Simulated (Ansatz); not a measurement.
C3H8OSi, SMILES `C=CO[SiH2]C` from Hartree–Fock to CCSD(T)

```xyz
13

C    -0.293   -2.003    1.417
C     0.647   -1.675    0.539
O     0.712   -0.542   -0.190
Si   -0.378    0.715   -0.154
C     0.248    1.970   -1.366
H    -0.227   -2.948    1.938
H    -1.136   -1.360    1.642
H     1.483   -2.336    0.329
H    -1.727    0.211   -0.530
H    -0.451    1.268    1.225
H     1.242    2.320   -1.083
H    -0.422    2.833   -1.398
H     0.305    1.545   -2.370
```

The species carries charge 0 and has multiplicity 1. All single points use the PBE0-D4/def2-TZVP geometry. It is one conformer, not always the lowest. Frozen core, restricted reference, the Gaussian-basis code of Ansatz. CBS rows extrapolate triple and quadruple zeta; past MP2 they add the triple-zeta difference.

```tsv
basis	HF (Eh)	MP2 corr.	CCSD corr.	(T)	CCSD(T) total
def2-TZVPP	-482.17333	-0.86086	-0.90921	-0.03645	-483.11899
def2-QZVPP	-482.19187	-0.92122	–	–	–
CBS(def2)	-482.19443	-0.96593	-1.01428	as TZ	-483.24516
```
